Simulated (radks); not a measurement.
Question: The promethium ion Pm17+, 44 electrons, occupied as [Kr] 4d8. Method: Dirac Kohn-Sham, PBE, spin-unpolarised, spherical densities, finite nucleus; open shells fill j = l - 1/2 first; Fermi nuclear charge, rms radius 4.962 fm; computed with a radial shooting solver on a logarithmic mesh with Libxc functionals. Some entries of the table are withheld. Estimate them.

orbital  occ.  eigenvalue (Ry)  <r> (bohr)  r(max) (bohr)
1s1/2       2        -3334.999         (1)        0.01479
2s1/2       2        -566.6339     0.09846        0.08396
2p1/2       2        -538.1713     0.08245        0.06371
2p3/2       4        -496.9955     0.08896        0.06924
3s1/2       2        -146.3462      0.2596         0.2386
3p1/2       2        -134.1611      0.2492         0.2256
3p3/2       4        -125.8428      0.2617         0.2374
3d3/2       4        -104.6939      0.2331            (2)
3d5/2       6        -102.8901      0.2370            (3)
4s1/2       2        -50.56638      0.5720         0.5431
4p1/2       2              (4)         (5)         0.5472
4p3/2       4              (6)         (7)         0.5699
4d3/2       4              (8)      0.6216         0.5729
4d5/2       4              (9)      0.6287         0.5798

Answer: 
(1) 1s1/2 <r> (bohr): 0.02318
(2) 3d3/2 r(max) (bohr): 0.1896
(3) 3d5/2 r(max) (bohr): 0.1930
(4) 4p1/2 eigenvalue (Ry): -45.80765
(5) 4p1/2 <r> (bohr): 0.5808
(6) 4p3/2 eigenvalue (Ry): -43.78359
(7) 4p3/2 <r> (bohr): 0.6040
(8) 4d3/2 eigenvalue (Ry): -35.85967
(9) 4d5/2 eigenvalue (Ry): -35.46569
